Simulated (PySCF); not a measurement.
This PySCF input asks for the NMR shieldings of `CCC[C@H]1CSCC1=O`, C7H12OS; the geometry comes from GFN2-xTB.

```python
import basis_set_exchange as bse
import numpy as np
from pyscf import gto, dft
from pyscf.prop import nmr

atoms = """
C    -3.086744    0.662126   -0.210707
C    -1.872001   -0.249706   -0.090911
C    -0.593732    0.557436    0.119079
C     0.635181   -0.321683    0.356312
C     1.082386   -1.114411   -0.860105
S     2.806455   -1.610816   -0.528902
C     3.138085   -0.059634    0.346063
C     1.819608    0.502601    0.833225
O     1.741259    1.484917    1.518180
H    -2.975596    1.339979   -1.054002
H    -3.991022    0.076753   -0.357494
H    -3.204315    1.256496    0.692332
H    -1.781007   -0.853480   -0.996195
H    -2.013980   -0.930814    0.751309
H    -0.416081    1.195853   -0.749953
H    -0.710846    1.209352    0.987688
H     0.421303   -1.019012    1.178148
H     0.503582   -2.020345   -1.018180
H     1.062571   -0.503560   -1.764679
H     3.609748    0.657517   -0.330445
H     3.816227   -0.242626    1.178766
"""
names = dict.fromkeys(["C", "S", "O", "H"], "pcSseg-1")
basis = {el: gto.basis.parse(bse.get_basis(n, elements=[el], fmt="nwchem")) for el, n in names.items()}
mol = gto.M(atom=atoms, basis=basis, charge=0, verbose=0)
mf = dft.RKS(mol, xc="PBE0")
mf.grids.level = 2
mf.grids.alignment = dft.numint.BLKSIZE   # the property module wants whole blocks of grid points
mf.conv_tol = 1e-9
mf.kernel()

calc = nmr.RKS(mf)   # GIAO
C = mf.mo_coeff
Co = C[:, mf.mo_occ > 0]
resp = mf.gen_response(singlet=True, hermi=2)
def vind(x):   # induced exchange potential for any number of trial vectors
    d = np.einsum("pi,xij,qj->xpq", C, 2 * x.reshape(-1, C.shape[1], Co.shape[1]), Co, optimize=True)
    return np.einsum("xpq,pi,qj->xij", resp(d - d.transpose(0, 2, 1)), C, Co, optimize=True).ravel()
mo1, _ = nmr.rhf.solve_mo1(calc, with_cphf=vind)
sigma = calc.kernel(mo1)
for i, s in enumerate(sigma):   # ppm
    print("%2d %-2s %9.2f" % (i, mol.atom_pure_symbol(i), np.trace(s) / 3))
```

**Question.** What does it print?

**Answer.** 
```
 0 C     169.74
 1 C     159.73
 2 C     149.24
 3 C     131.54
 4 C     148.13
 5 S     564.93
 6 C     144.98
 7 C     -32.85
 8 O    -308.07
 9 H      30.79
10 H      30.42
11 H      30.68
12 H      30.36
13 H      30.55
14 H      30.95
15 H      29.62
16 H      29.70
17 H      28.68
18 H      29.10
19 H      28.27
20 H      28.39
```

These numbers come from an equivalent density-fitted implementation of the same equations, which agrees with the script to about 0.01 ppm for H and up to a few tenths of a ppm for heavy atoms, so last digits may differ.

**Question.** Turn these shieldings into chemical shifts. References, each an isolated molecule treated in the same way: 13C (σ = 186.93 ppm) and 1H (σ = 31.72 ppm) against TMS; 33S (σ = 503.73 ppm) against CS2; 17O (σ = 336.08 ppm) vs H2O.

**Answer.** Averaging equivalent atoms: C 7: 219.8; C 3: 55.4; C 6: 41.9; C 4: 38.8; C 2: 37.7; C 1: 27.2; C 0: 17.2; S 5: -61; O 8: 644.1; H 19: 3.45; H 20: 3.32; H 17: 3.03; H 18: 2.62; H 15: 2.10; H 16: 2.01; H 12: 1.36; H 13: 1.17; H 9/10/11: 1.09; H 14: 0.77 ppm. Unscaled 17O shifts of doubly bonded oxygen tend to come out too high, by tens of ppm or more. Experimental scales use liquid or dissolved standards, which lie at an offset from isolated H2O (liquid H2O: subtract about 36 ppm).

Size and cost of the density-fitted run: 220 basis functions, 76 s wall time on 1 thread of an Arm Neoverse N1, shared host.
